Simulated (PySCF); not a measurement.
A calculated (MN15, PySCF 2.14, jorge-DZP-DKH, scalar relativity by spin-free X2C-1e) atom or ion has these occupied shells.

| shell | electrons | orbital energy (eV) | rms radius, mean of both spins (bohr) |
| --- | --- | --- | --- |
| 1s β | 1 | -8198.8 | 0.0625 |
| 1s α | 1 | -8198.7 | 0.0625 |
| 2s α | 1 | -973.69 | 0.269 |
| 2s β | 1 | -973.50 | 0.269 |
| 2p α | 3 | -849.62 | 0.238 |
| 2p β | 3 | -849.20 | 0.238 |
| 3s α | 1 | -111.97 | 0.805 |
| 3s β | 1 | -110.83 | 0.805 |
| 3p α | 3 | -75.702 | 0.849 |
| 3p β | 3 | -73.918 | 0.849 |
| 3d α | 5 | -12.852 | 1.11 |
| 3d β | 3 | -10.870 | 1.11 |
| 4s α | 1 | -7.094 | 3.17 |
| 4s β | 1 | -6.816 | 3.17 |

**Question.** Name the element and its charge.

**Answer.** Ni (nickel, neutral), in [Ar] 3d8 4s2, high-spin 3F determinant.
